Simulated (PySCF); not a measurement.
## Radial density of Ne²⁺ (neon, charge +2)

r2SCANh, [He] 2s1 2p5, high-spin 3P determinant (an excited configuration). Calculation: PySCF 2.14, in def2-TZVPPD (6s4p3d1f, 40 functions); no relativity, point nucleus.

```csv
r (bohr),4πr²ρ (e/bohr),4πr²(ρα − ρβ)
0.00213,0.03319,0.0011
0.00359,0.09147,0.0031
0.00604,0.2459,0.0082
0.0102,0.6415,0.0213
0.0171,1.580,0.0520
0.0287,3.551,0.1145
0.0483,6.820,0.2114
0.0813,10.15,0.2913
0.137,10.10,0.2679
0.230,6.378,0.4211
0.387,5.675,1.5549
0.651,6.842,2.4803
1.09,3.447,1.1708
1.84,0.4385,0.0969
3.10,0.007431,-0.0005
```
